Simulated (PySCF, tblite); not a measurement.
C₄H₉NSSi₃.
Cartesian coordinates in Å at the GFN2-xTB level; atoms count from 1:
```xyz
18
C4H9NSSi3 angstrom
N     -5.0668    2.6283    0.9263
C     -4.1142    2.1716    0.4723
C     -2.9819    1.6336   -0.0630
C     -1.9741    1.1545   -0.5383
Si    -0.4236    0.4331   -1.2570
C      0.4244   -0.5162    0.1577
Si    -0.5125   -1.9933    0.9229
S      2.0061   -1.1799   -0.5456
Si     3.4225    0.1630    0.3244
H     -0.7835   -0.4747   -2.3430
H      0.4120    1.5529   -1.7034
H      0.7054    0.1736    0.9540
H     -0.7829   -2.9673   -0.1295
H     -1.7512   -1.4614    1.4947
H      0.3339   -2.5774    1.9630
H      4.6915   -0.2851   -0.2153
H      3.0661    1.5203   -0.0804
H      3.3200    0.0305    1.7746
```

Method used: PBE0/pcSseg-1 in PySCF (dipole) on a GFN2-xTB geometry, gas phase.

Take the most abundant isotopes and a rigid rotor. The values belong to one conformer with, in the numbering `[N:1]#[C:2][C:3]#[C:4][SiH2:5][C@@H:6]([SiH3:7])[S:8][SiH3:9]`, C4–Si5–C6–Si7 62°, Si5–C6–S8–Si9 104°.

(1) Give the principal moments of inertia and the rotational constants in MHz.

(2) What kind of rotor is it?

(3) Is it planar, by Δ = Ic − Ia − Ib?

(4) Where do the levels up to J = 5 lie, in MHz?

(5) Which lines would a microwave search look for?

(6) Estimate the classical rotational partition function at 25 K, 50 K and 200 K.

Answers

(1) Ia = 337.67, Ib = 1498.83, Ic = 1635.14 u·Å²; 505379 MHz·u·Å²/I gives A = 1497, B = 337.2, C = 309.1 MHz.

(2) A near-prolate asymmetric top: κ = (2 × 337.2 − 1497 − 309.1)/(1497 − 309.1) = -0.95.

(3) Not planar: Δ = Ic − Ia − Ib = -201.36 u·Å². For a rigid frame Δ = −2 Σ m c², so Σ m c² = 100.68 u·Å² lies off the ab plane: 17.73 from hydrogen and 82.96 from heavier atoms. The atom farthest from that plane is 2.45 Å away.

(4) Above 0(0,0):
J = 1: 1(0,1) 646, 1(1,1) 1806, 1(1,0) 1834
J = 2: 2(0,2) 1938, 2(1,2) 3070, 2(1,1) 3154, 2(2,1) 6633, 2(2,0) 6634
J = 3: 3(0,3) 3875, 3(1,3) 4966, 3(1,2) 5135, 3(2,2) 8572, 3(2,1) 8574, 3(3,1) 14440, 3(3,0) 14440
J = 4: 4(0,4) 6455, 4(1,4) 7494, 4(1,3) 7775, 4(2,3) 11156, 4(2,2) 11164, 4(3,2) 17026, 4(3,1) 17026, 4(4,1) 25240, 4(4,0) 25240
J = 5: 5(0,5) 9676, 5(1,5) 10653, 5(1,4) 11075, 5(2,4) 14387, 5(2,3) 14404, 5(3,3) 20259, 5(3,2) 20259, 5(4,2) 28472, 5(4,1) 28472, 5(5,1) 39033, 5(5,0) 39033

(5) The dipole components are |μa| = 3.99 D, |μb| = 0.81 D, |μc| = 0.15 D. Intensities carry the squares of the components, which stand as 1.00 : 0.04 : 0.00 (a : b : c). Some lines, for components of 0.1 D or more:

| type | branch | J(Ka,Kc) | MHz | lower level (cm⁻¹) |
| --- | --- | --- | --- | --- |
| c | Q | 3(1,3) ← 3(0,3) | 1091 | 0.129 |
| b | Q | 1(1,0) ← 1(0,1) | 1188 | 0.022 |
| b | Q | 3(1,2) ← 3(0,3) | 1260 | 0.129 |
| b | R | 1(1,1) ← 0(0,0) | 1806 | 0.000 |
| a | R | 3(2,1) ← 2(2,0) | 1941 | 0.221 |
| b | R | 2(1,2) ← 1(0,1) | 2424 | 0.022 |
| b | R | 3(1,3) ← 2(0,2) | 3028 | 0.065 |
| c | R | 3(1,2) ← 2(0,2) | 3197 | 0.065 |
| c | Q | 3(2,2) ← 3(1,2) | 3437 | 0.171 |
| b | Q | 2(2,0) ← 2(1,1) | 3479 | 0.105 |
| b | Q | 2(2,1) ← 2(1,2) | 3563 | 0.102 |
| b | Q | 3(2,2) ← 3(1,3) | 3605 | 0.166 |
| b | R | 2(2,1) ← 1(1,0) | 4799 | 0.061 |
| c | R | 2(2,0) ← 1(1,0) | 4800 | 0.061 |
| c | R | 2(2,1) ← 1(1,1) | 4827 | 0.060 |
| b | R | 3(2,2) ← 2(1,1) | 5417 | 0.105 |
| b | Q | 3(3,1) ← 3(2,2) | 5868 | 0.286 |
| b | R | 3(3,1) ← 2(2,0) | 7806 | 0.221 |
| c | R | 3(3,0) ← 2(2,0) | 7806 | 0.221 |
| c | R | 3(3,1) ← 2(2,1) | 7807 | 0.221 |
| b | R | 3(3,0) ← 2(2,1) | 7807 | 0.221 |

(6) Point group C1, symmetry number σ = 1; q = (√π/σ)·√((kT/h)³/(ABC)), k/h = 20836.6 MHz/K: 53400 at 25 K, 151000 at 50 K, 1210000 at 200 K.

Its GFN2-xTB frequencies are all real (lowest 16 cm⁻¹). Constants of a rigid frame at the computed geometry: no zero-point averaging, no centrifugal distortion. A rigid rotor knows nothing of internal rotation, which can split or shift real lines. Quadrupole hyperfine structure (14N) is left out.

Time: 47 s; peak memory 1.0 GiB. Hardware: an Arm Neoverse V2 with one thread, shared host. This is the PBE0/pcSseg-1 job that gave the dipole, with the shieldings it also computed.
